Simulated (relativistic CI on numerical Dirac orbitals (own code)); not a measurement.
## Ligand-field terms of d5

Computed with a parametric ligand-field model of a d^n configuration (Racah B and C, spin-orbit zeta, crystal field), exact diagonalisation.

Field parameters in Wybourne normalisation: Td as Oh with Dq negative (B⁴₀ = 21Dq, B⁴₄ = √(5/14) B⁴₀). The field is a parameter set, without covalency.

B = 1090 cm⁻¹, C = 3950 cm⁻¹ (C/B = 3.62), Td, no spin-orbit coupling. Tanabe-Sugano data, E/B above the lowest term (Δ = |10Dq|; b, c mark the second and third term of a kind):

| Δ/B | 6A1 | 4T1 | 4T2 | 4T1(b) | 2T2 | 2A2 |
| --- | --- | --- | --- | --- | --- | --- |
| 1.0 | 0.00 | 27.93 | 28.10 | 32.55 | 39.79 | 39.87 |
| 2.8 | 0.00 | 26.90 | 27.94 | 33.51 | 38.39 | 39.10 |
| 4.6 | 0.00 | 25.47 | 27.62 | 34.78 | 35.96 | 37.90 |
| 6.4 | 0.00 | 23.90 | 27.11 | 36.12 | 33.03 | 36.47 |
| 8.2 | 0.00 | 22.26 | 26.38 | 37.42 | 29.90 | 34.93 |
| 10.0 | 0.00 | 20.58 | 25.44 | 38.62 | 26.67 | 33.32 |
| 11.8 | 0.00 | 18.88 | 24.32 | 39.69 | 23.36 | 31.67 |
| 13.6 | 0.00 | 17.17 | 23.04 | 40.60 | 20.02 | 29.98 |
| 15.4 | 0.00 | 15.43 | 21.63 | 41.35 | 16.62 | 28.27 |
| 17.2 | 0.00 | 13.69 | 20.15 | 41.94 | 13.22 | 26.55 |
| 19.0 | 0.00 | 11.94 | 18.61 | 42.40 | 9.80 | 24.82 |
| 20.8 | 0.00 | 10.19 | 17.02 | 42.75 | 6.35 | 23.07 |

The ground term stays 6A1.
